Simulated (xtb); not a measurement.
xtb input:

```bash
xtb mol.xyz --gfn 2 --ohess tight --chrg -1 --uhf 0
```
mol.xyz:
```
14

Si    -0.00453878    -0.08504259     0.33537525
C      1.53431458    -1.01157763    -0.25762209
C     -1.19872102     0.24163525    -1.03781824
N     -0.81270762    -1.17844185     1.57767263
N      0.41865005     1.39418995     1.16073695
H      2.23980535    -1.18387425     0.52557551
H      2.06438853    -0.31938401    -1.02765737
H      1.20557890    -1.89596551    -0.74837110
H     -2.05205932     0.73008289    -0.72921010
H     -1.42317130    -0.73860384    -1.53005498
H     -0.70212098     0.87705020    -1.80165388
H     -1.68862583    -0.70053535     1.87398763
H     -0.41572273     1.91838650     1.44402762
H      0.88038640     2.01613479     0.40652287
```

### Question
Which total energy does the run end on?

### Answer
-16.62007 Eh (GFN2-xTB).

It need not be the lowest isomer of its formula. Whether it binds its extra electron was not tested at this geometry.
